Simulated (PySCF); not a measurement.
**Radial density of Br(2+) (bromine, charge +2)**

MN15, [Ar] 3d10 4s1 4p3 4d1, high-spin 6D determinant (an excited configuration). Calculation: PySCF 2.14, in aug-cc-pVTZ-PP with ECP10MDF; scalar relativity through the core potential. This is the valence pseudo-density: the core potential removes the inner electrons and smooths the orbitals near the nucleus.

```
r (bohr)  4πr²ρ (e/bohr)  4πr²(ρα − ρβ)
0.000576       2.046e-05         0.0000
0.000968       5.775e-05         0.0000
 0.00163       0.0001622         0.0000
 0.00274       0.0004498         0.0000
 0.00461        0.001206         0.0001
 0.00775        0.002989         0.0003
  0.0130        0.006530         0.0007
  0.0219         0.01287         0.0013
  0.0369         0.02525         0.0020
  0.0620          0.1056         0.0030
   0.104          0.8550         0.0079
   0.176           5.483         0.0595
   0.295           21.44         0.4583
   0.497           33.75         0.5377
   0.835           12.11         0.3432
    1.41           3.846         3.1055
    2.36           1.644         1.6382
    3.98          0.1595         0.1595
    6.69        0.003239         0.0032
```

Energies and moments cover only the electrons outside the core potential. The outer electron is Rydberg-like, and this basis confines it to a smaller radius and binds it less than a complete one would.
